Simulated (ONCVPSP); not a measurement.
## Before and after: ONCV potential for tellurium (Te)

ONCVPSP 4.0.1 input, shortened (lines: element, Z, core and valence counts, functional; n l f; lmax; l rc ep ncon nbas qcut; lloc lpopt rc5 dvloc0; l nproj debl; icmod fcfact rcfact), PBEsol, scalar-relativistic:

```
  Te 52.00    9    2  -116133      upf
    1    0    2.00
    2    0    2.00
    2    1    6.00
    3    0    2.00
    3    1    6.00
    3    2   10.00
    4    0    2.00
    4    1    6.00
    4    2   10.00
    5    0    2.00
    5    1    4.00
    1
    0    1.75    0.00    4    8    3.70
    1    1.75    0.00    4    7    4.90
    4    5    1.50    1.00
    0    2    1.30
    1    1    1.30
    3    5.00    1.80
```

Change: s: qcut 3.1.

Cutoffs: the cutoffs (Ha) at which the residual kinetic energy of the hardest occupied pseudo-wave falls to 1 and 0.1 mHa per electron; they do not see the model core or the augmentation charge, which bear on the density cutoff. Errors are all-electron minus pseudo energies relative to the spin-unpolarised reference configuration.

Problem. How do hardness, ghosts and transferability respond?

Solution. The potential gets harder (10 Ha and 45 Ha → 26 Ha and 52 Ha); the lowest positive-energy flag moves from s at 11.0 eV to s at 22.9 eV; the errors of the 4 common tests hardly move; neither file shows a bound ghost.

```csv
quantity,base,changed
"cutoff, loose",10 Ha,26 Ha
"cutoff, tight",45 Ha,52 Ha
loose cutoff by channel,"s 9.0 Ha, p 10 Ha","s 26 Ha, p 10 Ha"
bound ghosts,none,none
GHOST(+) flags under 300 eV,"s at 11.0 eV, p at 30.5 eV","s at 22.9 eV, p at 30.5 eV"
"error for 5s2 5p3, meV [ΔE 9.75 eV]",-61,-61
"error for 5s2 5p2, meV [ΔE 27.72 eV]",-318,-318
"error for 5s2 5p1, meV [ΔE 54.68 eV]",-906,-906
"error for 5s1 5p4, meV [ΔE 19.63 eV]",-47,-49
s: phases at 1.77 bohr within 0.05 rad from the reference energy up to (Ha; the scan ends near 5),to the end of the scan,to the end of the scan
p: phases at 1.77 bohr within 0.05 rad from the reference energy up to (Ha; the scan ends near 5),0.3,0.3
"rms error of d²Exc/dni dnj with the model core, mHa",6.36,6.41
```

Base: The cutoffs count occupied waves only; projector 2 of the s channel, the hardest unoccupied one, needs 27 Ha at the loose tolerance.
